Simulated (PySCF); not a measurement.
**Exercise with solution: entropy of an ideal gas**

CH₅AlClN, SMILES C[NH][AlH][Cl].

The structure is a stationary point at B3LYP-D3(BJ)/def2-SVP. The values are those of a single conformer.

B3LYP-D3(BJ)/def2-SVP run with PySCF gives the harmonic wavenumbers 113, 125, 180, 271, 468, 521, 576, 673, 754, 1078, 1138, 1147, 1384, 1454, 1465, 1496, 1991, 2985, 3038, 3091, 3567 cm⁻¹ and the rotational temperatures 0.9250, 0.0846, 0.0783 K. The molar mass is 93.49 g/mol, the symmetry number 1, the spin multiplicity 1.

**Question.** Work out the entropy at 298.15 K and 1 atm in the rigid-rotor, harmonic-oscillator model.

**Answer.** 
Translation (Sackur–Tetrode at 1 atm): S = R[1.5 ln M + 2.5 ln T − 1.16487] = 165.3 J/(mol K).
Rotation: q = (√π/σ) T^1.5/√(θA θB θC) = 117000, S = R[ln q + 3/2] = 109.5 J/(mol K).
Vibration: with u = 1.4388 ν/T, each mode gives R[u/(e^u − 1) − ln(1 − e^−u)]:
| ν (cm⁻¹) | modes | u | S (J/(mol K)) |
|---|---|---|---|
| 113 | 1 | 0.55 | 13.46 |
| 125 | 1 | 0.60 | 12.64 |
| 180 | 1 | 0.87 | 9.74 |
| 271 | 1 | 1.31 | 6.65 |
| 468 | 1 | 2.26 | 3.11 |
| 521 | 1 | 2.51 | 2.54 |
| 576 | 1 | 2.78 | 2.06 |
| 673 | 1 | 3.25 | 1.42 |
| 754 | 1 | 3.64 | 1.04 |
| 1078 | 1 | 5.20 | 0.29 |
| 1138 | 1 | 5.49 | 0.22 |
| 1147 | 1 | 5.54 | 0.22 |
| 1384 | 1 | 6.68 | 0.08 |
| 1454 | 1 | 7.02 | 0.06 |
| 1465 | 1 | 7.07 | 0.06 |
| 1496 | 1 | 7.22 | 0.05 |
| 1991 | 1 | 9.61 | 0.01 |
The stiffer modes add less than 0.005 each. Sum 53.6 J/(mol K).
Spin: R ln 1 = 0.0 J/(mol K).
Total 328.5 J/(mol K); the program's own thermochemistry gives 328.4. Translation makes up 50 % and vibration 16 %. Anharmonicity, hindered rotation and orbital degeneracy are left out.
